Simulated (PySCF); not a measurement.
C4H10Al (charge -1).
Structure used (GFN2-xTB), in Å, numbered top down from 1:
```
atom  x, y, z in Å
Al1    2.0285    0.1384    0.2147
C2     0.2251   -0.2474   -0.7301
C3    -0.7261   -1.1226    0.1176
C4    -1.4312    0.1557    0.5699
C5    -0.7861    0.9130   -0.5902
H6     3.2380   -0.3523   -0.7423
H7     2.0575   -0.6682    1.6208
H8     2.1338    1.7321    0.4931
H9     0.2923   -0.6081   -1.7719
H10   -1.3814   -1.7807   -0.4659
H11   -0.2569   -1.7101    0.9116
H12   -1.0445    0.4992    1.5290
H13   -2.5266    0.1371    0.6083
H14   -0.3623    1.8902   -0.3428
H15   -1.4645    1.0316   -1.4437
```

The closed-shell SCF was solved with PySCF and density fitting under several settings on one GFN2-xTB geometry (grid level 2 and gas phase unless stated).

```
                                                             settings  basis functions  SCF cycles     E (Eh)  HOMO (eV)  LUMO (eV)
X3LYP/6-311G**, damping 0.3 at the start, DIIS from the seventh cycle              158          12  -400.8024      -1.75       4.66
             BHandHLYP/pcSseg-1, IEF-PCM chloroform, start guess atom              142           9  -400.7857      -6.33       2.95
```

Question: Estimate the rows for these settings: (1) LDA/3-21G, energy threshold 1e-06 Eh; (2) KT2/pcSseg-1.

Answer: 
```tsv
settings	basis functions	SCF cycles	E (Eh)	HOMO (eV)	LUMO (eV)
LDA/3-21G, energy threshold 1e-06 Eh	69	8	-396.0877	-0.37	5.35
KT2/pcSseg-1	142	14	-405.8588	-0.81	4.16
```

Question: Over all rows, what range does the HOMO–LUMO gap span?

Answer: From 4.97 eV (KT2/pcSseg-1) to 9.28 eV (BHandHLYP/pcSseg-1, IEF-PCM chloroform, start guess atom). The functional of the narrowest has no exact exchange, that of the widest 50 % exact exchange.

Whole jobs, the steps after the SCF included, on Intel Xeon Platinum 8488C, one thread, shared host:

```json
{"settings": "X3LYP/6-311G**, damping 0.3 at the start, DIIS from the seventh cycle", "work after the SCF": "spin–spin couplings from 14 perturbed nuclei, spin–dipole term left out", "wall time": "22 s", "peak memory": "0.91 GiB"}
{"settings": "BHandHLYP/pcSseg-1, IEF-PCM chloroform, start guess atom", "work after the SCF": "shieldings, ring-centre shieldings", "wall time": "16 s", "peak memory": "0.84 GiB"}
{"settings": "LDA/3-21G, energy threshold 1e-06 Eh", "work after the SCF": "shieldings, ring-centre shieldings, charges and field gradients", "wall time": "4.5 s", "peak memory": "0.69 GiB"}
{"settings": "KT2/pcSseg-1", "work after the SCF": "shieldings, ring-centre shieldings, charges and field gradients", "wall time": "22 s", "peak memory": "0.68 GiB"}
```

Cycle counts include a coarse-grid stage where the run had one. All basis functions are spherical, in the Pople sets too. KT2 was designed for NMR shieldings or shifts; total energies of different functionals aren't comparable. Geometry: GFN2-xTB, one conformer.
